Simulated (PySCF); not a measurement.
Sn(H)2(vinyl)(OMe) (C3H8OSn), SMILES [O](C)[SnH2][CH]=C.

Geometry: PBE0-D3(BJ)/def2-SVP. The def2 effective core potentials stand for the cores of Sn; spin–orbit coupling is left out. One conformer was computed; it need not be the lowest.

The numbers are results of TDA-PBE0/def2-SVPD (PySCF 2.14.0), not measurements.

Vertical excitations. Isolated molecule, no solvent.

Computed lowest excited states:
```
state  energy (eV)  λ (nm)      f                                                                   main pairs
-----  -----------  ------  -----  ---------------------------------------------------------------------------
S1            5.35     232  0.001                                                               HOMO→LUMO 91 %
S2            6.08     204  0.060                                           HOMO−1→LUMO 76 %, HOMO−3→LUMO 16 %
S3            6.27     198  0.017                         HOMO−3→LUMO 61 %, HOMO→LUMO+1 18 %, HOMO−1→LUMO 12 %
S4            6.34     196  0.014                                           HOMO→LUMO+1 68 %, HOMO−3→LUMO 17 %
S5            6.57     189  0.025                                                             HOMO→LUMO+2 95 %
S6            6.76     183  0.000                                                             HOMO→LUMO+3 94 %
S7            6.96     178  0.094  HOMO−2→LUMO 44 %, HOMO−1→LUMO+2 18 %, HOMO−1→LUMO+1 15 %, HOMO−2→LUMO+1 7 %
S8            7.10     175  0.077                                                           HOMO−1→LUMO+1 64 %
S9            7.17     173  0.010                                                           HOMO−1→LUMO+2 74 %
S10           7.33     169  0.021                                                           HOMO−1→LUMO+3 85 %
T1            4.24     292      0                                           HOMO−2→LUMO 66 %, HOMO−1→LUMO 16 %
T2            5.04     246      0                                             HOMO→LUMO 76 %, HOMO→LUMO+1 16 %
T3            5.59     222      0                       HOMO−1→LUMO 59 %, HOMO−1→LUMO+1 17 %, HOMO−2→LUMO 10 %
T4            5.66     219      0                                                             HOMO−3→LUMO 86 %
```
Triplets are in the Tamm–Dancoff approximation.
